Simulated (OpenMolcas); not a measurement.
Multiplet structure of Fe III

| Item | Value |
| --- | --- |
| Program | OpenMolcas 26.06 |
| Method | CASSCF |
| Basis | ANO-RCC-VTZP [6s5p3d2f1g] |
| Scalar Hamiltonian | DKH2, point nucleus |
| Active space | 6 electrons in 5 orbitals (3d) |
| State averaging | 2S+1 = 5 even, 5 roots; 2S+1 = 3 even, 45 roots kept (CI in the orbitals of an earlier block); 2S+1 = 1 even, 50 roots kept (CI in the orbitals of an earlier block) |
| Spin-orbit coupling | state interaction with AMFI integrals over the reference wave functions, term energies averaged over their components |

With spin-orbit coupling, above the lowest level:

```csv
Configuration,Term,J,E (eV),Measured (eV),g,Term weight %
3d6,5D,4,0.0000,0.0000,1.501,100
3d6,5D,3,0.0540,0.0541,1.501,100
3d6,5D,2,0.0924,0.0916,1.501,100
3d6,5D,1,0.1173,0.1156,1.501,100
3d6,5D,0,0.1295,0.1274,,100
3d6,3H,6,2.7953,2.4860,1.167,100
3d6,3H,5,2.8241,2.5170,1.035,99
3d6,3H,4,2.8459,2.5394,0.802,99
3d6,3P(1),2,3.0638,2.4059,1.500,100
3d6,3F(1),4,3.2056,2.6610,1.242,96
3d6,3P(1),1,3.2232,2.5650,1.500,100
3d6,3F(1),3,3.2355,2.6904,1.075,97
3d6,3F(1),2,3.2577,2.7099,0.666,100
3d6,3P(1),0,3.2915,2.6295,,99
3d6,3G,5,3.5359,3.0449,1.199,99
3d6,3G,4,3.5857,3.0923,1.056,96
3d6,3G,3,3.6096,3.1173,0.758,97
3d6,1I,6,4.2118,3.7637,1.000,100
3d6,1G(1),4,4.4450,3.8294,1.001,99
3d6,3D,1,4.5820,,0.500,100
3d6,3D,2,4.5857,,1.167,99
3d6,3D,3,4.6008,3.8259,1.334,100
3d6,1S(1),0,5.1746,4.3162,,99
3d6,1D(1),2,5.5452,4.4391,1.001,99
3d6,1F,3,6.4177,5.3185,1.001,99
3d6,3P(2),0,7.5764,6.0936,,100
3d6,3F(2),2,7.5800,6.2221,0.666,100
3d6,3F(2),4,7.5855,6.2334,1.250,100
3d6,3F(2),3,7.5888,6.2358,1.083,99
3d6,3P(2),1,7.6279,6.1468,1.501,100
3d6,3P(2),2,7.7325,6.2503,1.501,100
3d6,1G(2),4,8.5709,7.0946,1.000,100
3d6,1D(2),2,11.5918,,1.000,100
3d6,1S(2),0,14.9849,,,100
```

Against the 29 measured excited levels shown (Corliss and Sugar, J. Phys. Chem. Ref. Data 11, 135 (1982)) the mean absolute deviation is 5800 cm-1; the largest miss in energy is 3d6 3P0(2): computed 7.5764, measured 6.0936 eV (+24.3 %).

Spin-orbit coupling puts the lowest level 0.0558 eV below the lowest spin-free term.

A least-squares Racah fit to the terms below 60000 cm-1, each weighted by 2L + 1 and with a free common offset, gives B = 1189 cm-1 and C = 4394 cm-1 (C/B = 3.69), with an rms deviation of 0 cm-1.

For 5D the intervals divided by the larger J are -98.7, -100.3, -103.4, -108.8 cm-1. Landé's interval rule makes them equal in pure LS coupling; they differ by 10 % of their mean. The multiplet is inverted.

Without dynamic correlation excited terms often stand tens of per cent too high (terms of higher spin than the ground term too low), and those without a measured partner can miss by more than the paired ones. Terms from blocks run as CI alone lack orbitals of their own. Measured partners are found by configuration, term and J. A level has none where our copy of the source lacks it or the pairing is in doubt (some pairs that miss far off the trend of their configuration count as doubtful), and it then counts in no deviation. Only configurations of the active space appear.

The term weight is that of the spin-free term in the level, not the purity of its configuration. A number in round brackets counts repeated terms of one configuration in the order of the reference energies.
